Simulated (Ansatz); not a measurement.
Geometry optimisation, RKS B3LYP/def2-SVP in Ansatz.

Input:

```yaml
crystal:
  periodic: [false, false, false]
  atoms:
    - { symbol: Al, position_ang: [0.000885, 0.23172, -0.075735] }
    - { symbol: H, position_ang: [0.015171, 0.215005, 1.487155] }
    - { symbol: F, position_ang: [1.421337, 0.351456, -0.917873] }
    - { symbol: F, position_ang: [-1.435876, 0.265138, -0.897635] }
    - { symbol: F, position_ang: [0.05794, -2.33983, 1.213357] }
    - { symbol: H, position_ang: [0.068343, -1.62199, 1.802731] }
basis:
  gaussian: { orbitals: def2-SVP }
hamiltonian:
  xc: b3lyp
relax:
  f_tol: 0.03
  max_steps: 50
```

Launched with:

```bash
$ ansatz run input.yaml --threads 1 --pin off --max-ram 2048MiB --backend cpu --events-out ev --progress --plain --runs-dir out
```

Task: Where does it end, and by what steps?

Result: It converged. After 10 steps the energy has fallen by 0.471 eV; F5 moved furthest, 0.67 Å. Joined: Al1–F5 (2.88 → 2.03 Å).

```csv
step,energy less start (eV),largest force component (eV/Å),accepted
0,0.0000,0.378,yes
1,-0.0850,1.397,yes
2,-0.2408,1.574,yes
3,-0.4146,0.580,yes
4,-0.4290,0.260,yes
5,-0.4458,0.147,yes
6,-0.4551,0.204,yes
7,-0.4635,0.539,yes
8,-0.4658,0.274,yes
9,-0.4712,0.085,yes
10,-0.4715,0.024,yes
```

```xyz
6
Properties=species:S:1:pos:R:3
Al 0.005 0.072 0.103
H 0.002 0.634 1.576
F 1.423 0.081 -0.768
F -1.426 0.009 -0.746
F 0.058 -1.850 0.753
H 0.066 -1.845 1.693
```

Whether the end is a true minimum wasn't checked by a vibrational analysis.

Run time: 19 s on 1 thread of Arm Neoverse V2 (shared host), peak memory 0.12 GiB.
